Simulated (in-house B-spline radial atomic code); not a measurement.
Relativistic effects in Mn⁵⁺, [Ar] 3d2: non-relativistic Hartree-Fock (point nucleus) against Dirac-Hartree-Fock (Fermi nucleus of rms radius 3.7057 fm), both averages of the configuration, computed with a B-spline radial code for spherical atoms.

| orbital | ε NR (Eh) | ε Dirac (Eh) | <r> NR (bohr) | <r> Dirac (bohr) | change of <r> (%) |
| --- | --- | --- | --- | --- | --- |
| 1s1/2 | -243.7 | -245.76 | 0.06153 | 0.06087 | -1.1 |
| 2s1/2 | -32.36 | -32.78 | 0.2805 | 0.2774 | -1.1 |
| 2p1/2 | -28.056 | ? | 0.2473 | ? | ? |
| 2p3/2 | -28.056 | ? | 0.2473 | ? | ? |
| 3s1/2 | -6.7691 | -6.8391 | 0.827 | 0.8201 | -0.8 |
| 3p1/2 | -5.3744 | -5.4229 | 0.8566 | 0.8495 | -0.8 |
| 3p3/2 | -5.3744 | -5.3679 | 0.8566 | 0.8563 | 0.0 |
| 3d3/2 | -3.4875 | -3.4759 | 0.9019 | 0.9032 | +0.1 |
| 3d5/2 | -3.4875 | -3.47 | 0.9019 | 0.9053 | +0.4 |

Problem. What happens to 2p3/2?

Solution. Its energy goes to -27.995 hartree and <r> to 0.247 bohr (-0.09 %).

Problem. What happens to 2p1/2?

Solution. Its energy goes to -28.384 hartree and <r> to 0.2442 bohr (-1.25 %).

Problem. What explains the pattern of contraction and expansion?

Solution. Expansion is seen in 3d3/2, 3d5/2. The s and p1/2 orbitals contract directly, screen the nucleus better, and so push out orbitals that have little density near the nucleus; spin-orbit coupling adds to this for j = l + 1/2 and opposes it for j = l - 1/2.

Problem. By how much does the total energy change?

Solution. By -7.7192 hartree, from -1143.351 to -1151.070.
